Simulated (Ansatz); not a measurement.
System (SMILES): [BH] (BH) (closed-shell singlet).
Geometry (B3LYP-D3(BJ)/def2-TZVP, fixed):
```xyz
2

B      0.0000     0.0000    -0.2055
H      0.0000     0.0000     1.0276
```
Charge 0, spin multiplicity 1.

Basis-set convergence of the dipole moment at PBE0 with Ansatz (an electronic-structure program). Dipoles come from the density behind the forces; the sign is taken along the dipole that this method gives in the largest set. All functions are spherical. The program fits the integrals of some runs and decomposes those of others, by size. No added dispersion term, no relativity. Reference: the value in aug-cc-pV5Z, 1.589 D, itself unsure by roughly 0.001 D (its mean distance from aug-pcseg-3, aug-cc-pVQZ, def2-QZVPPD).

```
basis            functions  dipole moment (D)
---------------  ---------  -----------------
STO-3G                   6              0.908
pcseg-0                 11              1.622
6-311+G**               28         (withheld)
def2-SVPD               28         (withheld)
aug-cc-pVDZ             32              1.593
6-311++G(2d,2p)         37         (withheld)
cc-pVTZ                 44              1.562
pcseg-2                 44              1.592
def2-TZVPPD             54              1.591
aug-cc-pVTZ             69              1.592
aug-pcseg-2             69         (withheld)
def2-QZVPP              87              1.581
pcseg-3                 93              1.594
```

Problem. Complete the blanks.

Solution. 
- 6-311+G**, dipole moment (D): 1.618
- def2-SVPD, dipole moment (D): 1.645
- 6-311++G(2d,2p), dipole moment (D): 1.598
- aug-pcseg-2, dipole moment (D): 1.600
